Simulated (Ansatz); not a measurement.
Start from `Cl[SiH]1CC1` and change one atom or group to get `Cl[Si]1(Br)CC1`.

Ansatz, PBE0-D4/def2-TZVP geometries, multiplicity 1. 

Scalar relativity is left out up to krypton. Spin–orbit coupling is left out; it splits and shifts lone-pair levels of the heavy atoms by tenths of an eV.

```json
{"property": "HOMO–LUMO gap (B3LYP/def2-TZVPP) / eV", "`Cl[SiH]1CC1`": "7.06"}
{"property": "LUMO energy (ωB97M-V/def2-TZVPP) / eV", "`Cl[SiH]1CC1`": "2.13"}
{"property": "HOMO–LUMO gap (PBE0/def2-TZVPP) / eV", "`Cl[SiH]1CC1`": "7.50"}
{"property": "HOMO energy (PBE/def2-TZVPP) / eV", "`Cl[SiH]1CC1`": "-5.93"}
{"property": "HOMO energy (PBE0/def2-TZVPP) / eV", "`Cl[SiH]1CC1`": "-7.10"}
{"property": "size of the dipole moment (ωB97M-V/def2-TZVPP) / D", "`Cl[SiH]1CC1`": "1.17"}
```

Question: Give the same properties after the change, and the shifts. (Best estimate.)

Answer: The calculation gave: 
```json
{"property": "HOMO–LUMO gap (B3LYP/def2-TZVPP) / eV", "`Cl[Si]1(Br)CC1`": "6.28", "shift": "-0.78"}
{"property": "LUMO energy (ωB97M-V/def2-TZVPP) / eV", "`Cl[Si]1(Br)CC1`": "1.44", "shift": "-0.69"}
{"property": "HOMO–LUMO gap (PBE0/def2-TZVPP) / eV", "`Cl[Si]1(Br)CC1`": "6.73", "shift": "-0.77"}
{"property": "HOMO energy (PBE/def2-TZVPP) / eV", "`Cl[Si]1(Br)CC1`": "-6.05", "shift": "-0.12"}
{"property": "HOMO energy (PBE0/def2-TZVPP) / eV", "`Cl[Si]1(Br)CC1`": "-7.25", "shift": "-0.15"}
{"property": "size of the dipole moment (ωB97M-V/def2-TZVPP) / D", "`Cl[Si]1(Br)CC1`": "1.25", "shift": "0.08"}
```

With PBE0 the HOMO falls by 0.15 eV and the LUMO falls by 0.92 eV, so the gap narrows by about 0.77 eV. PBE moves the HOMO by -0.12 eV and ωB97M-V by -0.14 eV. Dipoles are sizes alone; their direction can turn.

B3LYP here is the variant with VWN-RPA as its local correlation; programs differ in this.
